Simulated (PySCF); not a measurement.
O₂P₂, SMILES o1p2op12. Geometry: PBE-D3(BJ)/def2-SVP.

Computed equilibrium geometry at PBE-D3(BJ)/def2-SVP (PySCF confirms it by a frequency run) as bond lengths and angles, and its point group:
point group D2h.
Atoms: P1 P2 O3 O4. Bond lengths (Å): P1–P2 2.532, P1–O3 1.697, P1–O4 1.697, P2–O3 1.697, P2–O4 1.697. Angles (°): P2–P1–O3 41.8, P2–P1–O4 41.8, O3–P1–O4 83.5, P1–P2–O3 41.8, P1–P2–O4 41.8, O3–P2–O4 83.5, P1–O3–P2 96.5, P1–O4–P2 96.5.
